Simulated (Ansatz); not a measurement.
Ansatz (a program for electronic structure) input for Si(Cl)(OH)(NH2)2 (ClH5N2OSi), SMILES N[Si](N)(O)Cl, PBE-D3(BJ)/def2-SVP. 

Ansatz 0.2 input:
```yaml
crystal:
  periodic: [false, false, false]
  atoms:
    - {symbol: N, position_ang: [-1.18160297, 1.43850488, 0.36540461]}
    - {symbol: Si, position_ang: [-0.06337559, 0.16226468, 0.32632342]}
    - {symbol: N, position_ang: [1.47476327, 0.78370655, 0.72209752]}
    - {symbol: O, position_ang: [-0.75054283, -1.00446085, 1.28249253]}
    - {symbol: Cl, position_ang: [0.26804485, -0.77080684, -1.51786946]}
    - {symbol: H, position_ang: [-0.96444978, 2.33145709, -0.05765768]}
    - {symbol: H, position_ang: [-2.17571423, 1.25335258, 0.41114723]}
    - {symbol: H, position_ang: [2.31995711, 0.35720940, 0.36495746]}
    - {symbol: H, position_ang: [1.62235463, 1.27854074, 1.59364548]}
    - {symbol: H, position_ang: [-0.51943149, -1.90834204, 1.05070542]}
basis:
  gaussian:
    orbitals: def2-SVP
hamiltonian:
  xc: pbe
  dispersion: d3bj
relax: {f_tol: 0.002, max_steps: 200}
```

Program output:

```
WARN ansatz: RAYON_NUM_THREADS=1 ignored (pool sized by the plan → 1); use --threads N
Functional definition: PBE
integrals: 0.05 GiB planned
1168 factors; their error is unknown
mean field: 0.28 GiB planned
mean field evaluation 1: about -25470.3379 eV, gradient 9.6e1 eV
mean field evaluation 2: about -25426.0480 eV, gradient 1.7e2 eV
mean field evaluation 4: about -25487.7627 eV, gradient 9.0e0 eV
mean field evaluation 8: about -25487.9401 eV, gradient 2.6e-1 eV
mean field evaluation 16: about -25487.8684 eV, gradient 1.8e-4 eV
mean field -25487.86841585 eV, -936.6618879846 hartree, gradient 5.3e-5 eV, S^2 0.000000; 0 other end points of the search recorded, 0 dependent functions left out
the calculation of the forces begins
reference -25487.86845035 eV, -936.6618892524 hartree; 29, 29 occupied and 74, 74 virtual orbitals, 1168 factors
relax step   1: F+E_penalty+E_count = -25488.10288021 eV  Δ(F+E_penalty+E_count) = +0.000e0 eV  max|allowed force component| = 4.907e-1 eV/Å  Δτ_max = 0.0000 Å  (27 SCF iters, accepted)
these checks for a lower state are left out or cut short: starts, cluster_reference, orbital_swaps, neighbouring_geometries, increment
integrals: 0.05 GiB planned
1168 factors; their error is unknown
mean field: 0.28 GiB planned
mean field -25487.88905744 eV, -936.6626465491 hartree, gradient 2.1e-5 eV, S^2 0.000000; 0 other end points of the search recorded, 0 dependent functions left out
the calculation of the forces begins
reference -25487.88909214 eV, -936.6626478243 hartree; 29, 29 occupied and 74, 74 virtual orbitals, 1168 factors
relax step   2: F+E_penalty+E_count = -25488.12225662 eV  Δ(F+E_penalty+E_count) = -1.938e-2 eV  max|allowed force component| = 2.341e-1 eV/Å  Δτ_max = 0.0223 Å  (29 SCF iters, accepted)
these checks for a lower state are left out or cut short: starts, cluster_reference, orbital_swaps, neighbouring_geometries, increment
integrals: 0.05 GiB planned
1168 factors; their error is unknown
mean field: 0.28 GiB planned
mean field evaluation 32: about -25487.8940 eV, gradient 2.1e-5 eV
mean field -25487.89400554 eV, -936.6628283884 hartree, gradient 2.1e-5 eV, S^2 0.000000; 0 other end points of the search recorded, 0 dependent functions left out
the calculation of the forces begins
reference -25487.89404033 eV, -936.6628296671 hartree; 29, 29 occupied and 74, 74 virtual orbitals, 1168 factors
relax step   3: F+E_penalty+E_count = -25488.12660178 eV  Δ(F+E_penalty+E_count) = -4.345e-3 eV  max|allowed force component| = 7.429e-2 eV/Å  Δτ_max = 0.0092 Å  (29 SCF iters, accepted)
these checks for a lower state are left out or cut short: starts, cluster_reference, orbital_swaps, neighbouring_geometries, increment
integrals: 0.05 GiB planned
1168 factors; their error is unknown
mean field: 0.28 GiB planned
mean field -25487.89507501 eV, -936.6628676907 hartree, gradient 2.1e-5 eV, S^2 0.000000; 0 other end points of the search recorded, 0 dependent functions left out
the calculation of the forces begins
reference -25487.89510981 eV, -936.6628689698 hartree; 29, 29 occupied and 74, 74 virtual orbitals, 1168 factors
relax step   4: F+E_penalty+E_count = -25488.12765635 eV  Δ(F+E_penalty+E_count) = -1.055e-3 eV  max|allowed force component| = 4.022e-2 eV/Å  Δτ_max = 0.0067 Å  (29 SCF iters, accepted)
these checks for a lower state are left out or cut short: starts, cluster_reference, orbital_swaps, neighbouring_geometries, increment
integrals: 0.05 GiB planned
1168 factors; their error is unknown
mean field: 0.28 GiB planned
mean field -25487.89585806 eV, -936.6628964676 hartree, gradient 2.2e-5 eV, S^2 0.000000; 0 other end points of the search recorded, 0 dependent functions left out
the calculation of the forces begins
reference -25487.89589287 eV, -936.6628977467 hartree; 29, 29 occupied and 74, 74 virtual orbitals, 1168 factors
relax step   5: F+E_penalty+E_count = -25488.12869270 eV  Δ(F+E_penalty+E_count) = -1.036e-3 eV  max|allowed force component| = 3.168e-2 eV/Å  Δτ_max = 0.0151 Å  (29 SCF iters, accepted)
these checks for a lower state are left out or cut short: starts, cluster_reference, orbital_swaps, neighbouring_geometries, increment
integrals: 0.05 GiB planned
1168 factors; their error is unknown
mean field: 0.28 GiB planned
mean field -25487.89588412 eV, -936.6628974252 hartree, gradient 2.2e-5 eV, S^2 0.000000; 0 other end points of the search recorded, 0 dependent functions left out
the calculation of the forces begins
reference -25487.89591891 eV, -936.6628987037 hartree; 29, 29 occupied and 74, 74 virtual orbitals, 1168 factors
relax step   6: F+E_penalty+E_count = -25488.12890575 eV  Δ(F+E_penalty+E_count) = -2.131e-4 eV  max|allowed force component| = 9.729e-3 eV/Å  Δτ_max = 0.0107 Å  (29 SCF iters, accepted)
these checks for a lower state are left out or cut short: starts, cluster_reference, orbital_swaps, neighbouring_geometries, increment
integrals: 0.05 GiB planned
1168 factors; their error is unknown
mean field: 0.28 GiB planned
mean field -25487.89591022 eV, -936.6628983844 hartree, gradient 2.2e-5 eV, S^2 0.000000; 0 other end points of the search recorded, 0 dependent functions left out
the calculation of the forces begins
reference -25487.89594502 eV, -936.6628996631 hartree; 29, 29 occupied and 74, 74 virtual orbitals, 1168 factors
relax step   7: F+E_penalty+E_count = -25488.12889928 eV  Δ(F+E_penalty+E_count) = +6.465e-6 eV  max|allowed force component| = 1.423e-2 eV/Å  Δτ_max = 0.0124 Å  (28 SCF iters, rejected (line search))
these checks for a lower state are left out or cut short: starts, cluster_reference, orbital_swaps, neighbouring_geometries, increment
integrals: 0.05 GiB planned
1168 factors; their error is unknown
mean field: 0.28 GiB planned
mean field evaluation 64: about -25487.8959 eV, gradient 4.5e-5 eV
mean field -25487.89593612 eV, -936.6628993359 hartree, gradient 2.2e-5 eV, S^2 0.000000; 0 other end points of the search recorded, 0 dependent functions left out
the calculation of the forces begins
reference -25487.89597091 eV, -936.6629006146 hartree; 29, 29 occupied and 74, 74 virtual orbitals, 1168 factors
relax step   8: F+E_penalty+E_count = -25488.12896412 eV  Δ(F+E_penalty+E_count) = -5.837e-5 eV  max|allowed force component| = 4.705e-3 eV/Å  Δτ_max = 0.0061 Å  (30 SCF iters, accepted)
these checks for a lower state are left out or cut short: starts, cluster_reference, orbital_swaps, neighbouring_geometries, increment
integrals: 0.05 GiB planned
1168 factors; their error is unknown
mean field: 0.28 GiB planned
mean field -25487.89594615 eV, -936.6628997048 hartree, gradient 1.5e-5 eV, S^2 0.000000; 0 other end points of the search recorded, 0 dependent functions left out
the calculation of the forces begins
reference -25487.89598095 eV, -936.6629009834 hartree; 29, 29 occupied and 74, 74 virtual orbitals, 1168 factors
relax step   9: F+E_penalty+E_count = -25488.12896843 eV  Δ(F+E_penalty+E_count) = -4.310e-6 eV  max|allowed force component| = 2.738e-3 eV/Å  Δτ_max = 0.0026 Å  (21 SCF iters, accepted)
these checks for a lower state are left out or cut short: starts, cluster_reference, orbital_swaps, neighbouring_geometries, increment
integrals: 0.05 GiB planned
1168 factors; their error is unknown
mean field: 0.28 GiB planned
mean field -25487.89594132 eV, -936.6628995271 hartree, gradient 9.9e-6 eV, S^2 0.000000; 0 other end points of the search recorded, 0 dependent functions left out
the calculation of the forces begins
reference -25487.89597611 eV, -936.6629008057 hartree; 29, 29 occupied and 74, 74 virtual orbitals, 1168 factors
relax step  10: F+E_penalty+E_count = -25488.12896943 eV  Δ(F+E_penalty+E_count) = -1.007e-6 eV  max|allowed force component| = 1.207e-3 eV/Å  Δτ_max = 0.0007 Å  (21 SCF iters, accepted)
integrals: 0.05 GiB planned
1168 factors; their error is unknown
mean field: 0.28 GiB planned
mean field evaluation 96: about -25487.8959 eV, gradient 1.4e-3 eV
mean field -25487.89594132 eV, -936.6628995271 hartree, gradient 9.7e-6 eV, S^2 0.000000; 1 other end points of the search recorded, 0 dependent functions left out
the calculation of the forces begins
reference -25487.89597611 eV, -936.6629008057 hartree; 29, 29 occupied and 74, 74 virtual orbitals, 1168 factors
Total energy: -25488.12900422 eV, -936.6714644309 hartree
Atom 0 at    -1.188446     1.452697     0.389245 Å, force    -0.000376    -0.000300     0.000715 eV/Å
Atom 1 at    -0.063279     0.163911     0.328124 Å, force     0.000939    -0.001207    -0.000406 eV/Å
Atom 2 at     1.484838     0.817576     0.703215 Å, force    -0.000682     0.000227     0.000232 eV/Å
Atom 3 at    -0.747291    -1.010929     1.308524 Å, force    -0.000087     0.000870    -0.000300 eV/Å
Atom 4 at     0.264273    -0.786356    -1.528253 Å, force    -0.000105     0.000011    -0.000051 eV/Å
Atom 5 at    -0.969070     2.337175    -0.070653 Å, force     0.000181     0.000155    -0.000201 eV/Å
Atom 6 at    -2.190167     1.254090     0.395140 Å, force    -0.000095     0.000079    -0.000008 eV/Å
Atom 7 at     2.326469     0.342766     0.372935 Å, force    -0.000015    -0.000062     0.000050 eV/Å
Atom 8 at     1.629260     1.265192     1.611158 Å, force     0.000175     0.000037    -0.000025 eV/Å
Atom 9 at    -0.516584    -1.914694     1.031812 Å, force     0.000065     0.000190    -0.000006 eV/Å
Dipole moment:     0.107215     0.128490     0.170477 e Å
```

The calculation finished and met its thresholds.

Cost: very roughly 40 core-seconds.
